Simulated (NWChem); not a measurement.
# C5H5F; SMILES C=C=CC(=C)F

```xyz
11

C      0.2080     2.6509     0.0000
C     -0.2964     1.4388     0.0000
C     -0.8184     0.2186     0.0000
C     -0.0331    -1.0140     0.0000
C     -0.5310    -2.2681     0.0000
F      1.3019    -0.8204     0.0000
H      0.4335     3.1814     0.9422
H      0.4335     3.1814    -0.9422
H     -1.9158     0.0956     0.0000
H      0.1420    -3.1358     0.0000
H     -1.6168    -2.4274     0.0000
```
Atoms are numbered in this order, from 1.

Level: PBE-D3(BJ)/def2-SVP (NWChem), optimised geometry, unscaled harmonic frequencies. 

### Question
List the harmonic frequencies with IR intensities, and the thermochemistry.

### Answer
| frequency (cm⁻¹) | IR intensity (km/mol) |
|---|---|
| 106 | 0.6 |
| 134 | 0.8 |
| 326 | 6.4 |
| 359 | 2.3 |
| 416 | 2.2 |
| 420 | 1.0 |
| 628 | 11.0 |
| 677 | 0.9 |
| 697 | 0.0 |
| 799 | 46.7 |
| 825 | 41.6 |
| 858 | 21.6 |
| 861 | 17.4 |
| 924 | 25.1 |
| 942 | 0.3 |
| 1075 | 4.7 |
| 1249 | 8.8 |
| 1321 | 58.0 |
| 1341 | 0.5 |
| 1417 | 21.9 |
| 1665 | 74.0 |
| 2012 | 58.7 |
| 3049 | 1.9 |
| 3087 | 0.1 |
| 3115 | 2.2 |
| 3131 | 0.0 |
| 3224 | 0.4 |

* **zero-point energy**: 49.5 kcal/mol
* **thermal correction to the enthalpy at 298.15 K (with zero-point energy)**: 54.1 kcal/mol
* **heat capacity Cv**: 22.7 cal/(mol K)
* **entropy at 298.15 K and 1 atm (symmetry number 1)**: 78.4 cal/(mol K)
* **dipole moment**: 1.20 D

Rigid rotor and harmonic oscillator.
